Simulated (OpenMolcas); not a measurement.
# Ta3+: ligand-field states by method

Ta3+ with 6 ligands (ammonia) in octahedral coordination (S6) at 2.14 Å. Ligand basis ANO-RCC-VDZP.
```
Ta    0.0000    0.0000    0.0000
N     2.1400    0.0000    0.0000
H     2.5221    0.9457    0.0000
H     2.5221   -0.4729    0.8190
H     2.5221   -0.4729   -0.8190
N     0.0000    2.1400    0.0000
H     0.0000    2.5221    0.9457
H     0.8190    2.5221   -0.4729
H    -0.8190    2.5221   -0.4729
N    -2.1400    0.0000    0.0000
H    -2.5221   -0.9457    0.0000
H    -2.5221    0.4729   -0.8190
H    -2.5221    0.4729    0.8190
N     0.0000   -2.1400    0.0000
H     0.0000   -2.5221   -0.9457
H    -0.8190   -2.5221    0.4729
H     0.8190   -2.5221    0.4729
N     0.0000    0.0000    2.1400
H     0.9457    0.0000    2.5221
H    -0.4729    0.8190    2.5221
H    -0.4729   -0.8190    2.5221
N     0.0000    0.0000   -2.1400
H    -0.9457    0.0000   -2.5221
H     0.4729   -0.8190   -2.5221
H     0.4729    0.8190   -2.5221
```

- Program: OpenMolcas
- Basis: ANO-RCC-VTZP [8s7p5d3f2g1h]
- Scalar Hamiltonian: DKH2, point nucleus
- Active space: 2 electrons in 5 orbitals (5d)
- State averaging: 2S+1 = 3 even, 10 roots; 2S+1 = 1 even, 15 roots
- Spin-orbit coupling: RASSI with atomic mean-field integrals over the reference wave functions

I. CASSCF
II. SS-CASPT2, IPEA 0.25 Eh, imaginary shift 0.1 Eh (the lowest 17 gerade and 15 ungerade orbitals frozen, chosen by energy and not by shell, so the metal 5p can be frozen and 4f correlated)

Spin-free states in cm-1, each column counted from its own energy of the first state listed:

```tsv
State	Degeneracy	I	II
2S+1 = 3	2	0	0
2S+1 = 3	1	733	610
2S+1 = 1	1	8302	6080
2S+1 = 1	2	8519	6410
2S+1 = 1	2	9377	7160
2S+1 = 1	1	20639	15410
2S+1 = 3	2	44522	44200
2S+1 = 3	1	44880	44600
2S+1 = 3	2	51644	49280
2S+1 = 3	1	51928	49640
2S+1 = 1	2	53198	50110
2S+1 = 1	1	53720	50430
2S+1 = 1	2	55248	51940
2S+1 = 1	1	55591	52440
2S+1 = 3	1	90566	89940
2S+1 = 1	2	99648	95540
2S+1 = 1	1	108684	102080
```

From I to II, I's first state of the same spin (2S+1 = 3) moves from 733 to 610 cm-1, by about -120 cm-1.

From I to II, I's first state of another spin (2S+1 = 1) moves from 8302 to 6080 cm-1, by about -2200 cm-1.

χT at 300 K: I 0.25, II 0.24 cm3 K/mol.

The states above are spin-free; spin-orbit coupling is strong here and shifts and splits them by thousands of cm-1.

Roots that are degenerate in the reference are averaged as groups; the widest CASPT2 spread within a group is 97 cm-1 (the 2-fold group of multiplicity 3 near 49300 cm-1 above the lowest state of its run, II). Shifts and gaps below about the spread of the groups concerned are not significant. Over all roots computed the reference weight is 0.68 to 0.70 in II; a low but even weight reflects the number of correlated electrons. An orbital doublet at a regular site is open to a Jahn-Teller distortion, which this geometry leaves out. The least metal-like active orbital is 70 % on the metal (Löwdin) and no ligand orbital is active, so the numbers are rough. Ligand-to-metal charge-transfer states are missing. With no ligand orbital active B as a rule stays too high, so bands that hang on it stand too high and its fall with covalency is understated. Without dynamic correlation the repulsion within the d shell is too large (B by tens of per cent), so at a given field states of lower spin stand too high (holds for I). With metal d orbitals alone the field can be off either way by tens of per cent (holds for I). With one d shell and no ligand orbital active, 10Dq can be off by a tenth or more (holds for II). No measured value stands beside these numbers; the geometry is a model, was not optimised and need not be the one that this ion takes.
